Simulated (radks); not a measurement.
Problem. Species: Ge I. Configuration: [Ar] 3d10 4s2 4p2. All-electron calculation, scalar-relativistic Kohn-Sham, LDA (Slater exchange, VWN5 correlation), spin-polarised, spherical densities, finite nucleus; open shells are filled with parallel spins first; Fermi nuclear charge, rms radius 4.0742 fm; hard spherical wall at 2 bohr. Program: a radial shooting solver on a logarithmic mesh with Libxc functionals. Some entries of the table are withheld. Estimate them.

| orbital | occ. | eigenvalue (hartree) | r(max) (bohr) |
|---|---|---|---|
| 1s up | 1 | -400.1119 | 0.03078 |
| 1s down | 1 | -400.0901 | 0.03078 |
| 2s up | 1 | -48.52640 | 0.1764 |
| 2s down | 1 | -48.51055 | 0.1764 |
| 2p up | 3 | -42.20991 | 0.1413 |
| 2p down | 3 | -42.18849 | 0.1413 |
| 3s up | 1 | -4.62620 | 0.5464 |
| 3s down | 1 | -4.59837 | 0.5467 |
| 3p up | 3 | -2.71695 | 0.5483 |
| 3p down | 3 | -2.68629 | 0.5486 |
| 3d up | 5 | 0.43473 | 0.5135 |
| 3d down | 5 | 0.47138 | 0.5135 |
| 4s up | 1 | 1.98028 | 1.329 |
| 4s down | 1 | 2.07258 | 1.327 |
| 4p up | 2 | 2.74401 | (1) |
| 4p down | 0 | 2.83648 | (2) |
| 4d up | 0 | 4.08346 | 1.410 |
| 4d down | 0 | 4.17019 | 1.408 |
| 5s up | 0 | 8.99108 | 1.639 |
| 5s down | 0 | 9.05577 | 1.639 |
| 5p up | 0 | 9.70352 | 1.646 |
| 5p down | 0 | 9.76719 | 1.646 |

Solution. 
(1) 4p up r(max) (bohr): 1.364
(2) 4p down r(max) (bohr): 1.362
